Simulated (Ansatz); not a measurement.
Relaxation of 1CB, `Cc1ccc(-c2ccc(C#N)cc2)cc1` with RKS PBE-D4/def2-SVP.

```sh
$ ansatz run in.yaml --threads 4 --pin off --events-out ev --progress --plain --max-ram 6963MiB
```

```yaml
crystal:
  periodic: [false, false, false]
  atoms:
    - {symbol: C, position_ang: [4.635060, -0.086840, -0.232450]}
    - {symbol: C, position_ang: [3.140480, -0.044830, -0.145160]}
    - {symbol: C, position_ang: [2.473370, -0.520370, 0.976890]}
    - {symbol: C, position_ang: [1.094240, -0.493740, 1.048250]}
    - {symbol: C, position_ang: [0.336470, -0.005000, -0.013200]}
    - {symbol: C, position_ang: [-1.129700, 0.019810, 0.057680]}
    - {symbol: C, position_ang: [-1.779350, 0.388160, 1.236720]}
    - {symbol: C, position_ang: [-3.156140, 0.415870, 1.305940]}
    - {symbol: C, position_ang: [-3.915930, 0.066070, 0.188280]}
    - {symbol: C, position_ang: [-5.326650, 0.089470, 0.257750]}
    - {symbol: N, position_ang: [-6.471900, 0.110160, 0.316110]}
    - {symbol: C, position_ang: [-3.277060, -0.305620, -0.995760]}
    - {symbol: C, position_ang: [-1.899720, -0.324840, -1.054040]}
    - {symbol: C, position_ang: [1.004600, 0.465210, -1.141970]}
    - {symbol: C, position_ang: [2.383910, 0.453100, -1.199970]}
    - {symbol: H, position_ang: [5.015540, 0.777510, -0.772780]}
    - {symbol: H, position_ang: [5.085540, -0.111300, 0.757140]}
    - {symbol: H, position_ang: [4.949440, -0.982710, -0.769760]}
    - {symbol: H, position_ang: [3.041230, -0.915840, 1.806970]}
    - {symbol: H, position_ang: [0.598030, -0.878910, 1.926990]}
    - {symbol: H, position_ang: [-1.196240, 0.677780, 2.098740]}
    - {symbol: H, position_ang: [-3.654160, 0.708400, 2.218830]}
    - {symbol: H, position_ang: [-3.867720, -0.578840, -1.857950]}
    - {symbol: H, position_ang: [-1.409090, -0.628420, -1.966930]}
    - {symbol: H, position_ang: [0.439640, 0.866880, -1.970450]}
    - {symbol: H, position_ang: [2.886120, 0.838840, -2.075880]}
basis:
  gaussian: {orbitals: def2-SVP}
hamiltonian: {xc: pbe, dispersion: d4}
scf: {lower_state_search: "off"}
output: {orbitals: {seedname: orbitals}}
relax: {f_tol: 0.03, max_steps: 70}
```

Hardware: 4 threads of AMD EPYC 9R45 on a shared host. Wall time 11 s.

Positions (Å) and forces (eV/Å) at steps 1, 2, 4, 6 of 6:

```xyz
26
step=1 energy=-16155.5172 eV
C     4.635   -0.087   -0.232   -0.499    0.016    0.049
C     3.140   -0.045   -0.145    0.736    0.023   -0.023
C     2.473   -0.520    0.977    0.041   -0.032    0.153
C     1.094   -0.494    1.048   -0.066   -0.030    0.140
C     0.336   -0.005   -0.013   -0.497    0.015    0.031
C    -1.130    0.020    0.058    0.499   -0.015   -0.023
C    -1.779    0.388    1.237    0.040   -0.012    0.093
C    -3.156    0.416    1.306   -0.049    0.013    0.169
C    -3.916    0.066    0.188   -0.164    0.007    0.018
C    -5.327    0.089    0.258    2.452   -0.040   -0.132
N    -6.472    0.110    0.316   -3.411    0.058    0.172
C    -3.277   -0.306   -0.996   -0.068   -0.022   -0.149
C    -1.900   -0.325   -1.054    0.033    0.028   -0.109
C     1.005    0.465   -1.142   -0.065    0.004   -0.158
C     2.384    0.453   -1.200    0.037    0.026   -0.141
H     5.016    0.778   -0.773    0.321    0.497   -0.332
H     5.086   -0.111    0.757    0.352   -0.026    0.573
H     4.949   -0.983   -0.770    0.302   -0.526   -0.324
H     3.041   -0.916    1.807    0.401   -0.270    0.570
H     0.598   -0.879    1.927   -0.349   -0.265    0.592
H    -1.196    0.678    2.099    0.390    0.191    0.559
H    -3.654    0.708    2.219   -0.323    0.196    0.576
H    -3.868   -0.579   -1.858   -0.380   -0.184   -0.544
H    -1.409   -0.628   -1.967    0.332   -0.213   -0.604
H     0.440    0.867   -1.970   -0.398    0.289   -0.546
H     2.886    0.839   -2.076    0.333    0.273   -0.607
26
step=2 energy=-16155.7549 eV
C     4.680   -0.091   -0.235   -0.209    0.014    0.023
C     3.177   -0.042   -0.146    0.257   -0.010   -0.018
C     2.500   -0.511    0.990   -0.022   -0.017    0.040
C     1.106   -0.490    1.060    0.017    0.004    0.058
C     0.338   -0.004   -0.014   -0.181   -0.006    0.009
C    -1.139    0.020    0.057    0.189    0.002   -0.010
C    -1.799    0.380    1.249   -0.033   -0.011    0.033
C    -3.189    0.406    1.320    0.024    0.028    0.062
C    -3.960    0.067    0.191   -0.069   -0.003    0.011
C    -5.385    0.090    0.260   -0.359    0.009    0.016
N    -6.559    0.111    0.319    0.108   -0.004   -0.008
C    -3.311   -0.297   -1.006    0.015   -0.018   -0.062
C    -1.920   -0.315   -1.066   -0.032   -0.003   -0.031
C     1.015    0.462   -1.155    0.019    0.018   -0.057
C     2.409    0.448   -1.215   -0.014    0.018   -0.028
H     5.077    0.776   -0.789    0.098    0.138   -0.095
H     5.144   -0.110    0.764    0.103   -0.007    0.161
H     5.008   -1.000   -0.771    0.094   -0.151   -0.092
H     3.075   -0.906    1.835    0.106   -0.063    0.154
H     0.604   -0.879    1.951   -0.089   -0.068    0.157
H    -1.208    0.670    2.124    0.098    0.045    0.151
H    -3.691    0.702    2.246   -0.082    0.039    0.156
H    -3.908   -0.575   -1.880   -0.097   -0.038   -0.147
H    -1.424   -0.624   -1.991    0.081   -0.046   -0.165
H     0.443    0.876   -1.992   -0.104    0.063   -0.149
H     2.915    0.837   -2.105    0.081    0.064   -0.168
26
step=4 energy=-16155.7739 eV
C     4.697   -0.094   -0.236    0.009    0.010    0.006
C     3.194   -0.044   -0.151   -0.007   -0.038   -0.020
C     2.512   -0.479    1.004   -0.008    0.002    0.004
C     1.114   -0.458    1.075    0.008    0.000    0.003
C     0.338   -0.002   -0.013   -0.008    0.003    0.000
C    -1.142    0.021    0.058    0.007    0.002    0.000
C    -1.809    0.348    1.262   -0.004    0.000    0.009
C    -3.203    0.372    1.335    0.005    0.001    0.000
C    -3.979    0.066    0.193   -0.013   -0.001    0.001
C    -5.410    0.090    0.261    0.006   -0.002   -0.001
N    -6.583    0.110    0.317   -0.001    0.000    0.000
C    -3.325   -0.263   -1.017    0.005    0.002   -0.001
C    -1.930   -0.283   -1.077   -0.003   -0.001   -0.008
C     1.020    0.435   -1.171    0.002    0.001   -0.005
C     2.417    0.416   -1.234   -0.006    0.004   -0.010
H     5.102    0.773   -0.796    0.008    0.009    0.012
H     5.156   -0.105    0.772    0.040    0.008   -0.001
H     5.046   -1.008   -0.766   -0.039    0.001    0.009
H     3.093   -0.849    1.864   -0.006    0.000    0.009
H     0.613   -0.828    1.982    0.002    0.004    0.004
H    -1.218    0.617    2.150   -0.002   -0.007    0.005
H    -3.708    0.638    2.275    0.005    0.002    0.007
H    -3.925   -0.512   -1.904    0.004    0.000   -0.007
H    -1.436   -0.568   -2.017   -0.003    0.006   -0.003
H     0.445    0.829   -2.022    0.000   -0.007   -0.006
H     2.922    0.778   -2.144   -0.002    0.004   -0.007
26
step=6 energy=-16155.7753 eV
C     4.699   -0.093   -0.235    0.017    0.006   -0.004
C     3.196   -0.042   -0.149   -0.025   -0.020    0.002
C     2.514   -0.445    1.018    0.019    0.018   -0.002
C     1.116   -0.424    1.088   -0.011   -0.017   -0.016
C     0.337   -0.003   -0.013    0.013    0.013    0.007
C    -1.142    0.021    0.058   -0.014   -0.001   -0.003
C    -1.811    0.313    1.270    0.009    0.017   -0.008
C    -3.204    0.337    1.345   -0.009   -0.015   -0.004
C    -3.981    0.067    0.193    0.001   -0.004    0.001
C    -5.412    0.089    0.261    0.006   -0.001   -0.003
N    -6.586    0.107    0.316    0.000    0.001    0.002
C    -3.327   -0.227   -1.026   -0.007    0.013    0.004
C    -1.932   -0.247   -1.086    0.007   -0.009    0.008
C     1.021    0.400   -1.184   -0.008    0.010    0.013
C     2.418    0.384   -1.246    0.012   -0.012   -0.004
H     5.105    0.769   -0.801   -0.004   -0.003    0.001
H     5.168   -0.098    0.769   -0.007    0.000   -0.003
H     5.037   -1.012   -0.761   -0.003    0.003    0.001
H     3.093   -0.789    1.890   -0.006    0.003   -0.006
H     0.618   -0.771    2.006    0.003    0.006   -0.004
H    -1.222    0.556    2.167   -0.004   -0.010   -0.004
H    -3.707    0.574    2.293    0.004    0.004   -0.009
H    -3.925   -0.446   -1.922    0.005   -0.001    0.007
H    -1.440   -0.504   -2.035   -0.003    0.003    0.006
H     0.447    0.769   -2.048    0.004   -0.009    0.002
H     2.920    0.716   -2.169   -0.002    0.006    0.014
```
